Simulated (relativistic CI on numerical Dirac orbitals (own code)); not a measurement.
**Ho⁶³⁺: sensitivity of the levels to the model**

Base calculation: Dirac-Coulomb-Breit CI, separate exchange-only KLI orbitals for each configuration, QED by a radiative potential, unscaled Slater integrals.

CI space (outside the closed core 1s2): 2s2, 2s 2p, 2p2, 2p 3s, 2p 3p, 2s 3s, 2s 3p, 2s 3d, 2s 4s, 2s 4p, 2s 4d, 2s 4f, 2s 5s, 3s2, 2s 5p, 2s 5d, 2s 5f, 2s 5g, 3s 3p, 3p2. Levels of other configurations are missing.

Variants: (1) Breit term removed. Shifts of the energy above 2s2 1S_0, in eV, for the lowest level and the first level of each name with at least 55 % of one term (blank where a level changes its place among those of its configuration and J or its character, or is not in the variant):

| Level | Base | Δ(1) |
| --- | --- | --- |
| 2s2 1S_0 | 0.00 | 0.00 |
| 2s 2p 3P°_0 | 145.41 | -12.77 |
| 2s 2p 3P°_1 | 176.04 | -9.30 |
| 2p2 3P_0 | 414.70 | -26.29 |
| 2s 2p 3P°_2 | 1090.88 | +3.93 |
| 2s 2p 1P°_1 | 1172.06 | +1.78 |
| 2p2 3P_1 | 1321.67 | -12.04 |
| 2p2 1D_2 | 1339.48 | -5.85 |
| 2p2 3P_2 | 2278.34 | +4.61 |
| 2p2 1S_0 | 2339.66 | -2.73 |
| 2s 3s 3S_1 | 8748.71 | +10.45 |
| 2s 3s 1S_0 | 8778.09 | +9.25 |
| 2s 3p 3P°_0 | 8818.16 | +5.41 |
| 2s 3p 3P°_1 | 8818.82 | +7.25 |
| 2p 3s 3P°_0 | 8931.08 | -2.40 |
| 2p 3s 3P°_1 | 8932.05 | -1.25 |
| 2p 3p 3D_1 | 8972.93 | -4.03 |
| 2p 3p 3P_0 | 9020.25 | -6.61 |
| 2s 3p 3P°_2 | 9096.97 | +10.44 |
| 2s 3p 1P°_1 | 9104.85 | +10.51 |
| 2s 3d 3D_1 | 9128.15 | +11.54 |
| 2s 3d 3D_2 | 9132.81 | +13.63 |

At this charge energies of transitions that change n are usually good to better than 1 %, and those within a shell (Δn = 0) to a few per cent.

Ionisation energy from the two ground configurations alone: base 15447.1 eV; Breit term removed 15460.8 eV. The NIST ASD value (theoretical) is 15448 eV.

LS names give the leading component of a level, which can be under half, so a name can repeat, a term be missing and a line seem to break the LS rules.
